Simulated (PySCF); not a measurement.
C2H4ClNSi, SMILES C1[Si@@H](Cl)C=N1. The structure is a stationary point at PBE-D3(BJ)/def2-SVP. The structure was generated by enumeration; whether it is a known compound was not checked.

Computed equilibrium geometry at PBE-D3(BJ)/def2-SVP (PySCF confirms it by a frequency run) as bond lengths and angles:
Atoms: Cl1 Si2 C3 N4 C5 H6 H7 H8 H9. Bonded distances (Å): Cl1–Si2 2.089, Si2–C3 1.891, Si2–C5 1.917, Si2–H6 1.506, C3–N4 1.299, C3–H7 1.107, N4–C5 1.493, C5–H8 1.110, C5–H9 1.109. Bond angles (°): Cl1–Si2–C3 122.8, Cl1–Si2–C5 121.5, Cl1–Si2–H6 106.6, C3–Si2–C5 71.4, C3–Si2–H6 115.1, C5–Si2–H6 116.6, Si2–C3–N4 94.8, Si2–C3–H7 143.2, N4–C3–H7 121.6, C3–N4–C5 105.2, Si2–C5–N4 87.7, Si2–C5–H8 120.7, Si2–C5–H9 116.1, N4–C5–H8 112.5, N4–C5–H9 110.2, H8–C5–H9 108.0.
